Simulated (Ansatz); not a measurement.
Two structures, one formula

The two ends of one reaction step of Si4NH14ClO, singlet (PBE0-D4/def2-TZVP).

A:

| atom | x (Å) | y (Å) | z (Å) |
| --- | --- | --- | --- |
| Si1 | -1.0642 | -0.0938 | -0.3173 |
| Si2 | -0.8911 | 1.3224 | 1.5297 |
| Si3 | 0.2703 | 0.3760 | -2.1744 |
| Si4 | -1.5821 | -2.3308 | 0.0832 |
| Cl5 | -2.8968 | 0.7379 | -1.0874 |
| H6 | 1.7488 | -0.1946 | 0.5811 |
| N7 | 1.1475 | -1.0175 | 0.5987 |
| H8 | 2.1091 | 2.1192 | -0.5728 |
| O9 | 2.3531 | 1.7533 | 0.2831 |
| H10 | -2.1800 | 1.3337 | 2.2703 |
| H11 | 0.1914 | 0.9546 | 2.4884 |
| H12 | -0.6135 | 2.7106 | 1.0597 |
| H13 | -0.4520 | 0.0347 | -3.4270 |
| H14 | 0.5689 | 1.8405 | -2.2047 |
| H15 | 1.5822 | -0.3320 | -2.1750 |
| H16 | -0.6729 | -3.2065 | -0.7103 |
| H17 | -2.9878 | -2.6634 | -0.2645 |
| H18 | -1.3578 | -2.6474 | 1.5228 |
| H19 | 1.1011 | -1.3536 | 1.5533 |
| H20 | 1.5824 | -1.7383 | 0.0351 |
| H21 | 2.0435 | 2.3950 | 0.9282 |

B:

Si1  (-0.282, 0.168, -1.435)
Si2  (-0.200, 1.397, 3.416)
Si3  (0.648, -0.925, -3.274)
Si4  (-1.591, -1.002, 0.104)
Cl5  (-2.001, 0.935, -2.538)
H6  (1.428, -0.031, 0.704)
N7  (1.550, -0.478, -0.203)
H8  (0.262, 1.494, -1.037)
O9  (0.403, 1.312, 1.874)
H10  (-1.620, 0.968, 3.464)
H11  (0.646, 0.475, 4.209)
H12  (-0.094, 2.780, 3.950)
H13  (-0.327, -1.922, -3.789)
H14  (0.950, 0.059, -4.347)
H15  (1.914, -1.646, -2.941)
H16  (-0.790, -1.774, 1.102)
H17  (-2.459, -1.960, -0.629)
H18  (-2.453, -0.049, 0.853)
H19  (1.635, -1.478, -0.062)
H20  (2.417, -0.148, -0.610)
H21  (-0.036, 1.825, 1.190)
(Å)

Computed with Ansatz 0.2.0 (basis: def2-TZVPP); correlated methods freeze the cores. B3LYP uses VWN-RPA correlation.

(1) Which structure is lower at CCSD(T), and by how much? (To be estimated.)

T1 diagnostic: at most 0.013.

Answers

(1) Computed: B, by 16.51 kcal/mol (electronic energy, against the other). By their contacts, A is a complex of Si₄H₉Cl ([SiH3][Si]([SiH3])([SiH3])[Cl]) + H₂O + NH₃ and B is a complex of Si₃H₇Cl ([SiH3][SiH]([SiH3])[Cl]) + SiH₄O ([OH][SiH3]) + NH₃.

All methods give the same order:

```csv
method,E(B) − E(A) (kcal/mol)
SPW92,-12.32
PBE-D4,-10.97
BLYP-D4,-14.50
r2SCAN-D4,-15.32
B97M-V,-14.97
PBE0-D4,-12.73
B3LYP-D4,-15.84
r2SCAN0-D4,-15.99
BHLYP-D4,-17.76
CAM-B3LYP-D4,-18.20
wB97X-V,-16.37
wB97M-V,-16.68
B2PLYP,-18.51
PBE-QIDH,-16.04
RPA on PBE,-17.38
HF,-23.69
MP2,-17.46
CCSD,-17.68
CCSD(T),-16.51
```

Labels in which every atom is bracketed show which atoms are joined, not bond orders.

For scale, one of the runs: CCSD(T)/def2-TZVPP, 468 basis functions, launched by `ansatz run in.yaml --threads 4 --pin off --events-out ev --progress --plain --max-ram 66560MiB --backend cuda --devices 0, --max-vram 37GiB`. Time: 48 s of wall clock on 4 CPU threads of an AMD EPYC 7R13 and a share of one NVIDIA H100; the host was shared. Peak host memory: 1.3 GiB.
